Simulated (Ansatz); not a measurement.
```yaml
crystal:
  periodic: [false, false, false]
  atoms:
    - {symbol: C, position_ang: [-1.131402, -2.006220, -0.077062]}
    - {symbol: C, position_ang: [-2.285168, -1.053959, 0.169689]}
    - {symbol: C, position_ang: [-2.537259, -0.868685, 1.659621]}
    - {symbol: N, position_ang: [-2.052541, 0.224519, -0.486155]}
    - {symbol: Hf, position_ang: [-0.655334, 1.218747, -1.539487]}
    - {symbol: Cl, position_ang: [-0.781245, 3.487115, -0.854596]}
    - {symbol: Cl, position_ang: [-1.085751, 0.946100, -3.849318]}
    - {symbol: N, position_ang: [1.132385, 0.349225, -1.239969]}
    - {symbol: C, position_ang: [2.029707, 0.270240, -0.097798]}
    - {symbol: C, position_ang: [1.449085, 1.054219, 1.065692]}
    - {symbol: C, position_ang: [3.423058, 0.764667, -0.453621]}
    - {symbol: D, position_ang: [-0.206874, -1.621276, 0.360141]}
    - {symbol: H, position_ang: [-0.964338, -2.154859, -1.146449]}
    - {symbol: H, position_ang: [-1.341706, -2.978729, 0.372639]}
    - {symbol: H, position_ang: [-3.185899, -1.506161, -0.270524]}
    - {symbol: H, position_ang: [-3.373937, -0.187834, 1.835733]}
    - {symbol: H, position_ang: [-1.653313, -0.447740, 2.146352]}
    - {symbol: H, position_ang: [-2.773368, -1.822550, 2.138444]}
    - {symbol: H, position_ang: [-2.877889, 0.811231, -0.369612]}
    - {symbol: H, position_ang: [1.522567, -0.139287, -2.040636]}
    - {symbol: H, position_ang: [2.111929, -0.782862, 0.212866]}
    - {symbol: H, position_ang: [0.444935, 0.701436, 1.321980]}
    - {symbol: H, position_ang: [2.072944, 0.948406, 1.955001]}
    - {symbol: H, position_ang: [1.388203, 2.119464, 0.823370]}
    - {symbol: H, position_ang: [3.387486, 1.817259, -0.746128]}
    - {symbol: H, position_ang: [3.841557, 0.194413, -1.287037]}
    - {symbol: H, position_ang: [4.102145, 0.663111, 0.396855]}
basis:
  gaussian: {orbitals: def2-SVPD}
magnetization: {spin_polarized: true, initial_magnetization: 0}
hamiltonian: {xc: {name: rPW86-PBE}, dispersion: d4}
accuracy: high
```

```sh
$ ansatz run in.yaml --threads 11 --pin off --events-out ev --progress --plain --max-ram 174080MiB --backend cpu
```

It prints (some lines left out):

```
Error: YAML parse error: error: line 15 column 16: `D` is not an element symbol (H … Og, case-exact)
13 |     - {symbol: C, position_ang: [1.449085, 1.054219, 1.065692]}
14 |     - {symbol: C, position_ang: [3.423058, 0.764667, -0.453621]}
15 |     - {symbol: D, position_ang: [-0.206874, -1.621276, 0.360141]}
16 |     - {symbol: H, position_ang: [-0.964338, -2.154859, -1.146449]}
17 |     - {symbol: H, position_ang: [-1.341706, -2.978729, 0.372639]}
```

What is wrong with this run?

An element symbol is wrong. The input was rejected before any iteration.
